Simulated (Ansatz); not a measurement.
Born–Oppenheimer molecular dynamics of ClH$_{2}$InO$_{2}$ (6 atoms, charge 0, multiplicity 1). It starts from a relaxed structure.

These are results of RKS r2SCAN/def2-SVP (Ansatz), not measurements.

- ensemble: NVE (Milne-controlled integrator)
- time step: 0.5 fs
- steps asked: 100
- starting velocities drawn for: 300 K
- seed: 830649

First frame:

```xyz
6
Properties=species:S:1:pos:R:3
In 0.070 -0.241 0.080
Cl -0.216 0.138 2.370
O 1.915 -0.321 -0.651
H 1.883 -0.480 -1.607
O -1.522 -0.480 -1.098
H -2.338 -0.414 -0.580
```

Problem. How far do the bonds stretch over the last three quarters of this one trajectory? (Pairs bonded in most of those frames.)

Solution. 
```csv
bond,mean (Å),spread (Å),shortest,longest
In1–Cl2,2.351,0.005,2.34,2.36
In1–O3,1.987,0.046,1.93,2.05
In1–O5,1.996,0.009,1.98,2.01
O3–H4,0.970,0.004,0.96,0.98
O5–H6,0.971,0.017,0.94,0.99
```

Mean temperature of the second half: 144 K. The conserved energy stayed within 0.0082 meV per atom of its start (net change -0.0015 meV per atom), so the integration is sound. A run of 0.05 ps of so small a system gives no equilibrium averages.

Time of the run: 4.3 min on 1 thread of Intel(R) Xeon(R) 6975P-C (Granite Rapids) (shared host), peak memory 0.15 GiB.
